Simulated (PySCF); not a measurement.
# Zn⁺ (zinc, charge +1) across methods

[Ar] 3d10 4p1, 2P determinant (an excited configuration). Computed with PySCF 2.14 in x2c-TZVPPall with one added diffuse shell each of s, p, d, f type (7s6p5d3f1g, 80 functions), with scalar relativity by spin-free X2C-1e.

| method | E (hartree) | mean ε 3d α (eV) | mean ε 3d β (eV) | mean ε 4p α (eV) | Σ⟨r²⟩ (bohr²) | ⟨S²⟩ |
| --- | --- | --- | --- | --- | --- | --- |
| revPBE | -1795.244 | -21.400 | -21.301 | -9.315 | 26.44 | 0.753 |
| r2SCAN | -1795.305 | -21.755 | -21.665 | -9.488 | 26.15 | 0.755 |
| PBEsol | -1793.639 | -21.510 | -21.405 | -9.303 | 26.30 | 0.752 |
| UHF | -1793.76030 | -32.234 | -32.240 | -11.277 | 27.24 | 0.753 |
| wB97M-V | -1795.192 | -26.919 | -26.855 | -11.629 | 26.61 | 0.752 |
| LDA | -1792.314 | -21.864 | -21.756 | -9.364 | 26.22 | 0.751 |
| PW91 | -1795.505 | -21.598 | -21.491 | -9.389 | 26.34 | 0.753 |
| PBE | -1795.079 | -21.512 | -21.408 | -9.335 | 26.39 | 0.752 |

Q: Estimate the same row for PBE0.

A: E (hartree) = -1795.088; mean ε 3d α (eV) = -24.371; mean ε 3d β (eV) = -24.293; mean ε 4p α (eV) = -9.946; Σ⟨r²⟩ (bohr²) = 26.42; ⟨S²⟩ = 0.752.
